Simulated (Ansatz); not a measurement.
`FC1N=C1[TeH]`: the same geometry under several functionals.

```yaml
crystal:
  periodic: [false, false, false]
  atoms:
    - {symbol: F, position_ang: [-0.161183, -1.994321, 0.085024]}
    - {symbol: C, position_ang: [0.342238, -0.829565, 0.572913]}
    - {symbol: N, position_ang: [-0.545234, -0.032881, 1.412052]}
    - {symbol: C, position_ang: [-0.302433, 0.400563, 0.245068]}
    - {symbol: Te, position_ang: [-0.837444, 1.944300, -1.004042]}
    - {symbol: H, position_ang: [1.388895, -0.945640, 0.833761]}
    - {symbol: H, position_ang: [0.176260, 1.389644, -2.190476]}
basis:
  gaussian: {orbitals: def2-TZVPP}
hamiltonian: {xc: {name: BHLYP}, dispersion: d4}
output: {orbitals: {seedname: orbitals}}
```

```sh
$ ansatz run in.yaml --threads 4 --pin off --events-out ev --progress --plain
```

It prints (some lines left out):

```
Functional definition: BHLYP
1409 factors; their error is unknown
mean field evaluation 1: about -13595.5225 eV, gradient 5.0e1 eV
mean field evaluation 2: about -13590.7521 eV, gradient 6.7e1 eV
mean field evaluation 4: about -13601.4621 eV, gradient 6.7e0 eV
mean field evaluation 8: about -13601.5491 eV, gradient 1.7e-1 eV
mean field evaluation 16: about -13602.0092 eV, gradient 1.3e-2 eV
mean field -13602.00918924 eV, -499.8646179317 hartree, gradient 1.1e-5 eV, S^2 0.000000; 0 other end points of the search recorded, 0 dependent functions left out
reference -13602.00934622 eV, -499.8646237006 hartree; 27, 27 occupied and 175, 175 virtual orbitals, 1409 factors
Total energy: -13602.22487577 eV, -499.8725442655 hartree
```

It took 3 s on 4 threads of a server CPU on a shared host, with 0.5 GiB of host memory at the peak.

With the line `hamiltonian: {xc: {name: LC-wPBE}}` (abridged; 2.1 s):

```
Functional definition: LC-wPBE
mean field evaluation 16: about -13603.8358 eV, gradient 1.3e-3 eV
mean field -13603.83575568 eV, -499.9317430102 hartree, gradient 4.0e-5 eV, S^2 0.000000
Total energy: -13603.83575569 eV, -499.9317430104 hartree
```

With the line `hamiltonian: {xc: pbe0, dispersion: d4}` (abridged; 2.3 s):

```
Functional definition: PBE0
mean field evaluation 16: about -13600.4962 eV, gradient 6.9e-4 eV
mean field -13600.49622812 eV, -499.8090176360 hartree, gradient 1.0e-5 eV, S^2 0.000000
Total energy: -13600.63788861 eV, -499.8142235628 hartree
```

Changing it to `hamiltonian: {xc: {name: r2SCANh}, dispersion: d4}` (abridged; 3.8 s):

```
Functional definition: r2SCANh
mean field evaluation 16: about -13605.9978 eV, gradient 8.2e-4 eV
mean field -13605.99775908 eV, -500.0111951698 hartree, gradient 3.9e-5 eV, S^2 0.000000
Total energy: -13606.04007317 eV, -500.0127501839 hartree
```

With the line `hamiltonian: {xc: r2scan, dispersion: d4}` and forces (abridged; 3.7 s):

```
Functional definition: r2SCAN
mean field evaluation 16: about -13606.7159 eV, gradient 1.4e-2 eV
mean field -13606.71585473 eV, -500.0375846980 hartree, gradient 4.8e-5 eV, S^2 0.000000
Total energy: -13606.75511523 eV, -500.0390274948 hartree
Atom 0 force    -0.148019    -0.296749    -0.110748 eV/Å
Atom 1 force     0.400940     0.074958    -0.054152 eV/Å
Atom 2 force    -0.296575     0.005919     0.580437 eV/Å
Atom 3 force     0.090152     0.152483    -0.359518 eV/Å
Atom 4 force    -0.060774     0.089952    -0.038313 eV/Å
Atom 5 force    -0.008149    -0.012345     0.004121 eV/Å
Atom 6 force     0.022425    -0.014217    -0.021828 eV/Å
Dipole moment:     0.226188     0.451290    -0.415923 e Å
```

With the line `hamiltonian: {xc: {name: wB97X-V}}` (abridged; 6 s):

```
Functional definition: wB97X-V
mean field evaluation 16: about -13604.5152 eV, gradient 8.4e-4 eV
mean field -13604.51523765 eV, -499.9567135119 hartree, gradient 4.4e-5 eV, S^2 0.000000
Total energy: -13604.51523589 eV, -499.9567134474 hartree
```
